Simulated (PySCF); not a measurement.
Computed with PySCF 2.14.0 with ωB97X-D3(BJ)/def2-TZVP // PBE0-D3(BJ)/def2-SVP. Gas-phase values, no solvent. Excitations are Tamm–Dancoff values on a coarser integration grid. The basis has no diffuse functions, so Rydberg states are missing or too high.

Reference species (SMILES): `[SiH3]c1cc(Cl)c2ccsc2c1` (neutral, multiplicity 1).

```
Quantity          Result
---------------  -------
S1–T1 gap (TDA)  1.40 eV
dipole moment     1.17 D
```

Changed species: `c1c2c(cccc2sc1[SiH3])Cl`.

**Question.** What does the change do to the S1–T1 gap (TDA) and dipole moment?

**Answer.** the S1–T1 gap (TDA) increases by 0.09 eV, to 1.49 eV; the dipole moment drops by 0.13 D, to 1.04 D.
